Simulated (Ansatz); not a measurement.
Gas-phase reaction R1 + 0.5 R2 → P1, each structure at its B3LYP-D3(BJ)/def2-TZVP stationary point, reached from a drawn start (curvature not checked).
R1, OTi (SMILES [O]=[Ti]) (charge 0, multiplicity 3, Z-matrix in Å and degrees):
```
Ti
O 1 1.6125
```
P1: O2Ti (SMILES [O]=[Ti]=[O]), charge 0, multiplicity 1.
R2: O2 (SMILES O=O), charge 0, multiplicity 3.

P less R. No zero-point or thermal terms; singlets are restricted closed shells; open shells are unrestricted; no spin–orbit coupling. The spin states of the d-block species are the ones drawn and need not be the lowest.

Frozen-core correlation throughout.

The values were computed with Ansatz (an electronic-structure program) with Gaussian orbitals. All values are computed, each at the level named.

Total energies in hartree:

```tsv
structure	PBE/def2-TZVPP	B3LYP/def2-TZVPP	CCSD(T)/def2-QZVPP
R1	-924.416992	-924.720550	-923.703348
P1	-999.680053	-1000.037404	-998.919409
R2	-150.248611	-150.389760	-150.174628
```

Question: Work out the reaction energy at each level in kJ/mol (1 hartree = 2625.49964 kJ/mol), and say how far PBE/def2-TZVPP lies from CCSD(T)/def2-QZVPP.

Answer: 
- PBE/def2-TZVPP: (-999.680053) − 0.5 × (-150.248611) − (-924.416992) = -0.138755 hartree = -364.3 kJ/mol
- B3LYP/def2-TZVPP: (-1000.037404) − 0.5 × (-150.389760) − (-924.720550) = -0.121974 hartree = -320.2 kJ/mol
- CCSD(T)/def2-QZVPP: (-998.919409) − 0.5 × (-150.174628) − (-923.703348) = -0.128747 hartree = -338.0 kJ/mol
PBE/def2-TZVPP less CCSD(T)/def2-QZVPP: -26.3 kJ/mol. CCSD(T)/def2-QZVPP is the level counted from, the highest shown, and no exact or measured value.
